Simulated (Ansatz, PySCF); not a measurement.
Pulling on the B1–I4 bond in BFHI (SMILES FBI) (multiplicity 1 held, fragments rigid). Energies count from the point at 2.136 Å.
Geometry at that point (charge 0, multiplicity 1):
```xyz
4

B     -0.245    -1.333     0.806
F      0.792    -1.744     1.497
H     -1.260    -1.946     0.818
I     -0.088     0.459    -0.346
```

Restricted levels (R-, RO-) in cc, def2 and unpolarised 6-31G sets keep to the state of the molecule at rest. Unrestricted levels (U-) break spin symmetry where that is lower. Active spaces are followed from a long bond inwards. Curves can end on different states.

Correlated levels freeze the cores. Filled d and f shells under p-block atoms count as core. Rows in 3-21G carry no dispersion term and start afresh at each structure; the Pople sets are all-electron and without relativity.

Run with Ansatz (a quantum-chemistry and plane-wave program); PySCF for 3-21G rows. Values without a source in brackets are computed. In def2 rows elements past Kr take small-core potentials, without spin–orbit coupling.

Energies in kJ/mol.

```json
[
 {"R (Å)": "1.709", "R-HF/3-21G": "312", "U-HF/def2-TZVPP": "263", "R-B3LYP/def2-TZVPP": "241", "FIC-MRCISD+Q on CASSCF(6,4)/def2-TZVPP": "247"},
 {"R (Å)": "1.923", "R-HF/3-21G": "66", "U-HF/def2-TZVPP": "49", "R-B3LYP/def2-TZVPP": "43", "FIC-MRCISD+Q on CASSCF(6,4)/def2-TZVPP": "43"},
 {"R (Å)": "2.136", "R-HF/3-21G": "0", "U-HF/def2-TZVPP": "0", "R-B3LYP/def2-TZVPP": "0", "FIC-MRCISD+Q on CASSCF(6,4)/def2-TZVPP": "0"},
 {"R (Å)": "2.350", "R-HF/3-21G": "10", "U-HF/def2-TZVPP": "24", "R-B3LYP/def2-TZVPP": "23", "FIC-MRCISD+Q on CASSCF(6,4)/def2-TZVPP": "26"},
 {"R (Å)": "2.563", "R-HF/3-21G": "51", "U-HF/def2-TZVPP": "78", "R-B3LYP/def2-TZVPP": "71", "FIC-MRCISD+Q on CASSCF(6,4)/def2-TZVPP": "78"},
 {"R (Å)": "2.884", "R-HF/3-21G": "135", "U-HF/def2-TZVPP": "169", "R-B3LYP/def2-TZVPP": "154", "FIC-MRCISD+Q on CASSCF(6,4)/def2-TZVPP": "164"},
 {"R (Å)": "3.204", "R-HF/3-21G": "222", "U-HF/def2-TZVPP": "220", "R-B3LYP/def2-TZVPP": "229", "FIC-MRCISD+Q on CASSCF(6,4)/def2-TZVPP": "239"},
 {"R (Å)": "3.738", "R-HF/3-21G": "350", "U-HF/def2-TZVPP": "251", "R-B3LYP/def2-TZVPP": "324", "FIC-MRCISD+Q on CASSCF(6,4)/def2-TZVPP": "321"},
 {"R (Å)": "4.272", "R-HF/3-21G": "447", "U-HF/def2-TZVPP": "259", "R-B3LYP/def2-TZVPP": "385", "FIC-MRCISD+Q on CASSCF(6,4)/def2-TZVPP": "355"},
 {"R (Å)": "4.913", "R-HF/3-21G": "526", "U-HF/def2-TZVPP": "262", "R-B3LYP/def2-TZVPP": "427", "FIC-MRCISD+Q on CASSCF(6,4)/def2-TZVPP": "366"},
 {"R (Å)": "5.768", "R-HF/3-21G": "584", "U-HF/def2-TZVPP": "263", "R-B3LYP/def2-TZVPP": "455", "FIC-MRCISD+Q on CASSCF(6,4)/def2-TZVPP": "368"},
 {"R (Å)": "6.836", "R-HF/3-21G": "620", "U-HF/def2-TZVPP": "263", "R-B3LYP/def2-TZVPP": "469", "FIC-MRCISD+Q on CASSCF(6,4)/def2-TZVPP": "369"}
]
```

Doubts at one or more of the structures used: a restricted determinant that unrestricted orbitals would lower (R-HF/3-21G, R-B3LYP/def2-TZVPP); a spin-contaminated determinant (U-HF/def2-TZVPP); active orbitals that take no part (FIC-MRCISD+Q on CASSCF(6,4)/def2-TZVPP).
